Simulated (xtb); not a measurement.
silylphosphine (H5PSi), SMILES P[SiH3]. All values are semi-empirical tight-binding results from xtb (GFN2-xTB unless named), good for trends rather than for accurate numbers. Geometry: GFN2-xTB.

Optimised geometry:

```xyz
7

Si    -1.0572     0.1021     0.2189
P      1.0988    -0.0856    -0.3377
H     -1.7980    -0.8550    -0.6020
H     -1.4562     1.4739    -0.0918
H     -1.3144    -0.1692     1.6354
H      1.3079    -1.2693     0.3455
H      1.5795     0.6742     0.7131
```

```json
{
 "point_group_as_xtb_finds_it": "Cs",
 "orbital_gap": "4.77 eV",
 "zero_point_energy": "25.6 kcal/mol",
 "G − E(el) at 298.15 K (modified RRHO)": "8.9 kcal/mol",
 "static polarisability (D4 model)": "58.0 bohr³",
 "solvation energy, GFN2-xTB/ALPB(water)": "0.5 kcal/mol",
 "solvation energy, GFN2-xTB/ALPB(methanol)": "-2.3 kcal/mol"
}
```

Computed atomic charges and the Wiberg bond orders between heavy atoms:
charges (e) Si1 0.45, P2 -0.28, H3 -0.08, H4 -0.08, H5 -0.07, H6 0.03, H7 0.03. Bond orders Si1–P2 0.98.
